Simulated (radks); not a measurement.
Charge is removed step by step from the 2p down level of the thallium ion Tl+, starting from [He] 2s2 2p(up 3, down 3) 3s2 3p6 3d10 4s2 4p6 4d10 4f14 5s2 5p6 5d10 6s2. Method: scalar-relativistic Kohn-Sham, PBE, spin-polarised, spherical densities, finite nucleus; Fermi nuclear charge, rms radius 5.4759 fm; computed with a radial shooting solver on a logarithmic mesh with Libxc functionals.

removed (e),E - E(0) (eV),eigenvalue (eV),E minus straight line (eV)
0,0.000,-13119.1,0.000
0.25,3281.0,-13182.1,-23.675
0.5,6577.7,-13245.2,-31.580
0.75,9890.2,-13308.4,-23.694
1,13218.6,-13371.7,0.000

Removing the whole electron costs 13218.6 eV by Delta-SCF, against 13119.1 eV from minus the eigenvalue at the starting occupation. Slater's transition state (half an electron removed) gives 13245.2 eV. Integrating minus the eigenvalue over the occupation (Janak's theorem) gives 13245.3 eV. In this scalar-relativistic scheme the density is built from large components alone, so the theorem holds only approximately. The mean slope of the eigenvalue, de/dn, is 253 eV per electron.
